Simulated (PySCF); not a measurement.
Compound: C2H7ClGeO.
Z-matrix (Å and degrees, PBE0-D3(BJ)/def2-SVP geometry), rows numbered from 1:
```
C 
O   1  1.3992
Ge  2  1.7777  1  120.35
C   3  1.9660  2  109.00  1    44.20
Cl  4  1.7858  3  110.65  2    53.14
H   1  1.1064  2  112.16  3   -66.34
H   1  1.1085  2  112.96  3    56.17
H   1  1.1017  2  108.44  3   174.97
H   3  1.5466  2  109.79  1   -74.38
H   3  1.5313  2  105.06  1   163.99
H   4  1.0991  3  110.85  2   -66.68
H   4  1.0997  3  110.73  2   173.31
```

Linear response at CAM-B3LYP/def2-SVPD (PySCF, frozen core in the response, non-relativistic). The CAM-B3LYP/def2-SVPD calculation is non-relativistic and has no spin–orbit coupling, an omission that weighs most on germanium.

Static isotropic polarisability: 72.95 au (10.81 Å³), principal values 65.5, 73.0, 80.4 au.

Q: What is the polarisability at 1064 nm and at the sodium D line?

A: 73.55 au at 1064 nm (+0.8 %), 74.96 au at 589.3 nm (+2.8 %). The rise at 589.3 nm is 3.35 times that at 1064 nm; a pure ω² law gives 3.26. The lowest singlet lies at 188 nm, shorter than both wavelengths.

Q: What is the isotropic C6 coefficient between two such molecules, C6 = (3/π)∫α(iω)² dω?

A: 2132 au (Eh·bohr⁶) by a ten-point quadrature over imaginary frequencies, which is 1270 eV·Å⁶ or 123 J·nm⁶/mol.

Q: Which effective excitation energy ω̄ makes London's formula C6 = (3/4)α²ω̄ exact here?

A: ω̄ = 4·C6/(3α²) = 0.534 Eh = 14.5 eV. A one-pole form α(ω) = α/(1 − ω²/ω̄²) fitted to the 1064 nm value gives 12.9 eV.

Q: What three-body coefficient follows from the one-pole estimate C9 = (3/4)·α·C6?

A: 117000 au. This is an estimate from the two numbers above, not a computed integral.

Q: What n − 1 at the D line would an ideal gas of it have at 273.15 K and 1 atm (2.6868 × 10¹⁹ cm⁻³), by n − 1 = 2π·N·α′?

A: 18.75 × 10⁻⁴, a formal value whether or not that pressure can be reached.

Q: How anisotropic is the static polarisability, by Δα² = ½[(α1 − α2)² + (α2 − α3)² + (α3 − α1)²]?

A: Δα = 12.9 au, or 0.18 of the isotropic value.

Q: How many electrons N does the Slater–Kirkwood formula C6 = (3/4)·√N·α^(3/2) need to give this C6?

A: N = (4·C6/3)²/α³ = 20.8; the species has 76 electrons in all.

Q: What molar refraction at the D line follows from R = (4π/3)·N_A·α′, with α′ the polarisability volume?

A: α′ = 11.11 Å³ gives R = 28.02 cm³/mol, for isolated, non-vibrating species.

One conformer stands for the species.
